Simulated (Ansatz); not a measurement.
Basis sets compared for the cluster Li4S. Total charge 0; singlet. Geometry B3LYP-D4/def2-TZVP. Ansatz on 4 threads of Arm Neoverse V2 on a shared host; times are rough, and most runs start from earlier orbitals.

```xyz
5

Li   -0.9787   -2.8755   -1.3578
Li    1.0415   -0.6773   -0.7744
Li   -1.3228   -0.3299    0.2677
Li    0.8566    2.8449    1.4036
S     0.4034    1.0378    0.4609
```

Another isomer (singlet) lies 0.06 eV lower at PBE-D4/def2-TZVP.

Binding counts from free atoms (Li doublet, S triplet) in the same basis, without a counterpoise term.

```json
{"level": "PBE-D4/def2-SVP", "functions": "54", "energy (Eh)": "-427.9565", "HOMO (eV)": "-2.77", "LUMO (eV)": "-1.67", "binding per atom (eV)": "1.85", "wall time": "0.5 s"}
{"level": "PBE-D4/def2-TZVP (with forces)", "functions": "93", "energy (Eh)": "-428.1156", "HOMO (eV)": "-2.86", "LUMO (eV)": "-1.70", "binding per atom (eV)": "1.79", "wall time": "0.65 s"}
{"level": "PBE0-D4/def2-SVP", "functions": "54", "energy (Eh)": "-428.0090", "HOMO (eV)": "-3.30", "LUMO (eV)": "-1.15", "binding per atom (eV)": "1.81", "wall time": "0.45 s"}
{"level": "PBE0-D4/def2-TZVP", "functions": "93", "energy (Eh)": "-428.1654", "HOMO (eV)": "-3.40", "LUMO (eV)": "-1.17", "binding per atom (eV)": "1.76", "wall time": "0.85 s"}
```

Question: Estimate the rows for PBE-D4/def2-TZVPD, PBE0-D4/def2-TZVPD.

Answer: 
| level | functions | energy (Eh) | HOMO (eV) | LUMO (eV) | binding per atom (eV) | wall time |
| --- | --- | --- | --- | --- | --- | --- |
| PBE-D4/def2-TZVPD | 114 | -428.1163 | -2.87 | -1.72 | 1.79 | 0.8 s |
| PBE0-D4/def2-TZVPD | 114 | -428.1660 | -3.40 | -1.22 | 1.76 | 0.85 s |
